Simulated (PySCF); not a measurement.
## Radial density of Ti (titanium, neutral)

UHF, [Ar] 3d2 4s1 4p1, one real determinant (an excited configuration). All numbers are calculated (PySCF 2.14, scalar relativity by spin-free X2C-1e, in x2c-TZVPPall with one added diffuse shell each of s, p, d, f type (7s6p5d3f1g, 80 functions)).

```csv
r (bohr),4πr²ρ (e/bohr),4πr²(ρα − ρβ)
0.00132,0.1935,0.0001
0.00222,0.4959,0.0002
0.00374,1.252,0.0004
0.00629,3.034,0.0010
0.0106,6.846,0.0022
0.0178,13.67,0.0041
0.0299,22.27,0.0062
0.0503,26.13,0.0054
0.0847,21.07,0.0035
0.142,21.66,0.0229
0.240,27.95,0.0971
0.403,13.63,0.3795
0.678,8.803,1.0954
1.14,8.390,1.2545
1.92,1.871,0.8264
3.23,0.7026,0.6877
5.43,0.2524,0.2523
9.13,0.01496,0.0150
15.3,6.806e-05,0.0001
```

Densities and radii are taken from the X2C orbitals without a picture-change correction, which distorts them close to the nucleus.

⟨L²⟩ = 14.05 against 20 for a pure G term, so this real determinant mixes terms.
